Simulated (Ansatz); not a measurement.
An input meant for Al2Ga (charge 0, doublet).

```yaml
crystal:
  periodic: [false, false, false]
  atoms:
    - {symbol: Al, position_ang: [1.182177, -0.879177, 0.002364]}
    - {symbol: Al, position_ang: [-0.834283, 0.161435, 1.203106]}
    - {symbol: Ga, position_ang: [-0.347894, 0.717752, -1.205470]}
basis:
  gaussian: {orbitals: def2-TZVP}
total_charge: 4
magnetization: {spin_polarized: true, initial_magnetization: 1}
hamiltonian: {xc: {name: wB97}}
scf: {lower_state_search: light}
output: {forces: true}
```

```sh
$ ansatz run in.yaml --threads 2 --pin off --events-out ev --progress --plain --max-ram 4352MiB
```

Output, abridged:

```
Functional definition: wB97
886 factors; their error is unknown
310 factors; integrals over basis functions are off by at most 3.2e-5 eV
mean field evaluation 1: about -65509.9189 eV, gradient 1.4e1 eV
mean field evaluation 2: about -65510.9029 eV, gradient 4.5e0 eV
mean field evaluation 4: about -65510.9617 eV, gradient 6.0e-1 eV
mean field evaluation 8: about -65510.9454 eV, gradient 7.1e-2 eV
mean field evaluation 16: about -65510.9456 eV, gradient 4.9e-4 eV
mean field evaluation 32: about -65510.8770 eV, gradient 1.9e0 eV
mean field -65510.94557773 eV, -2407.4828450678 hartree, gradient 9.7e-7 eV, S^2 0.754877; 2 other end points of the search recorded, 0 dependent functions left out
reference -65510.94556997 eV, -2407.4828447828 hartree; 27, 26 occupied and 95, 96 virtual orbitals, 886 factors
Total energy: -65510.94556997 eV, -2407.4828447828 hartree
Atom 0 at     1.182177    -0.879177     0.002364 Å, force     3.226167    -2.820383     1.111683 eV/Å
Atom 1 at    -0.834283     0.161435     1.203106 Å, force    -1.731033    -0.259935     4.057667 eV/Å
Atom 2 at    -0.347894     0.717752    -1.205470 Å, force    -1.495133     3.080318    -5.169350 eV/Å
Dipole moment:     0.528340    -1.090478     1.831897 e Å
```

Task: Something in this input is off. What?

Result: The charge is far from what the species holds (4 typed, 0 meant). The calculation finished and met its thresholds. The result belongs to that input, not to the species as meant.
